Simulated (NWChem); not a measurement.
System meant: InI2Cl; SMILES [Cl][In]([I])[I]

The following NWChem deck was run.

```
start job
memory heap 200 mb stack 900 mb global 1100 mb
geometry units angstroms noautoz
  In     0.000000     0.000000    -0.554429
  Cl     0.000000     0.000000    -2.890252
  I      2.320507     0.000000     0.722338
  I     -2.320507     0.000000     0.722338
end
basis spherical
  In library def2-svp
  Cl library def2-svp
  I library def2-svp
end
dft
  xc xpbe96 cpbe96
  iterations 150
  mulliken
end
task dft energy
```

End of the output:

```
             Grid Information
             ----------------
          Grid used for XC integration:  medium
          Radial quadrature: Mura-Knowles
          Angular quadrature: Lebedev.
          Tag              B.-S. Rad. Rad. Pts. Rad. Cut. Ang. Pts.
          ---              ---------- --------- --------- ---------
          In                  1.55      123          10.0       590
          Cl                  1.00       88          11.0       590
          I                   1.40      123          12.0       590
          Grid pruning is: on
          Number of quadrature shells:   334
          Spatial weights used:  Erf1

          Convergence Information
          -----------------------
          Convergence aids based upon iterative change in
          total energy or number of iterations.
          Levelshifting, if invoked, occurs when the
          HOMO/LUMO gap drops below (HL_TOL):  1.00D-02
          DIIS, if invoked, will attempt to extrapolate
          using up to (NFOCK): 10 stored Fock matrices.

                    Damping( 0%)  Levelshifting(0.5)       DIIS
                  --------------- ------------------- ---------------
          dE  on:    start            ASAP                start
          dE off:    2 iters        150 iters           150 iters

      Screening Tolerance Information
      -------------------------------
          Density screening/tol_rho:  1.00D-10
          AO Gaussian exp screening on grid/accAOfunc:  14
          CD Gaussian exp screening on grid/accCDfunc:  20
          XC Gaussian exp screening on grid/accXCfunc:  20
          Schwarz screening/accCoul:  1.00D-08

      Superposition of Atomic Density Guess
      -------------------------------------

      charge =      49.0 In (Indium)

      symmetry species            s     p     d     f
      number of basis functions =10     7     6
      number of cont. functions = 4     4     2
      number of closed shells   = 5     3     2
      number of open shells     = 0     1     0
      open shell occupation     = 0     1     0
 ------------------------------------------------------------------------
 atomscf:atomd: error in atom scf                   0
 ------------------------------------------------------------------------
 ------------------------------------------------------------------------
  current input line :
    19: task dft energy
 ------------------------------------------------------------------------
 ------------------------------------------------------------------------
 This error has not yet been assigned to a category
 ------------------------------------------------------------------------
 For more information see the NWChem manual at https://nwchemgit.github.io

0:atomscf:atomd: error in atom scf:Received an Error in Communication
```

Problem. Find the fault in this run and fix the input.

Solution. The run crashed. Cause: the def2 basis of a heavy element holds valence functions alone and wants its effective core potential (without it all electrons must fit into that basis). This input runs:
```
start job
memory heap 200 mb stack 900 mb global 1100 mb
geometry units angstroms noautoz
  In     0.000000     0.000000    -0.554429
  Cl     0.000000     0.000000    -2.890252
  I      2.320507     0.000000     0.722338
  I     -2.320507     0.000000     0.722338
end
basis spherical
  * library def2-svp
end
ecp
  In library def2-ecp
  I library def2-ecp
end
dft
  xc xpbe96 cpbe96
  iterations 150
  mulliken
end
task dft energy
```
It converges to -1245.53446 Ha (PBE/def2-SVP with def2 effective core potentials on In, I).
